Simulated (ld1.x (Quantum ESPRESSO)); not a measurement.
Before and after: TM potential for Re (Z = 75)

rhenium, norm-conserving Troullier–Martins (Kleinman–Bylander form), made with ld1.x (Quantum ESPRESSO) 7.5 (PBEsol, scalar-relativistic). Core [Xe] 4f14, reference 5d5 6s1.5 6p0 (charge +0.5). Waves: 6s (bound): rc 2.10 bohr; 5d (bound): rc 1.85 bohr; 6p (bound, empty): rc 3.25 bohr. Local part: the p channel. Core correction: none.

Change: local potential the s channel.

Cutoffs: the cutoffs (Ry, on a coarse ladder) from which the occupation-weighted sum of valence levels, in a spherical-Bessel basis at the reference potential, stays within 10 and 1 mRy of its value at 400 Ry; they do not see the model core or the augmentation charge, which bear on the density cutoff. Errors are all-electron minus pseudo energies relative to the spin-unpolarised reference configuration.

**Question.** Predict the effect on cutoff, ghosts and configuration errors.

**Answer.** The potential gets neither clearly harder nor softer (35 Ry and 40 Ry → 35 Ry and 40 Ry); of the 7 tests that both files solve, the error grows in 1 and shrinks in 6 by more than 15 % and 0.3 meV (median size 12.5 → 5.5 meV); neither file shows a bound ghost.

| quantity | base | changed |
| --- | --- | --- |
| cutoff, loose | 35 Ry | 35 Ry |
| cutoff, tight | 40 Ry | 40 Ry |
| bound ghosts | none | none |
| error for 5d5 6s2 6p0, meV [ΔE -3.80 eV] | +0.6 | +1.2 |
| error for 5d5 6s1 6p0, meV [ΔE 5.49 eV] | -3.0 | -1.9 |
| error for 5d5 6s0 6p0, meV [ΔE 21.83 eV] | -14 | +3.3 |
| error for 5d6 6s1 6p0, meV [ΔE -2.85 eV] | -47 | -26 |
| error for 5d3 6s0 6p0, meV [ΔE 88.38 eV] | -502 | -235 |
| error for 5d5 6s0 6p2, meV [ΔE 6.16 eV] | -11 | -6.3 |
| error for 5d5.5 6s1.5 6p0, meV [ΔE -3.42 eV] | -13 | -5.5 |
| s: phases at 3.54 bohr within 0.05 rad from the reference energy up to (Ry; the scan ends near 5) | 0.8 | 0.9 |
| p: phases at 3.54 bohr within 0.05 rad from the reference energy up to (Ry; the scan ends near 5) | 1.7 | 1.7 |
| d: phases at 3.54 bohr within 0.05 rad from the reference energy up to (Ry; the scan ends near 5) | 0.2 | 0.5 |
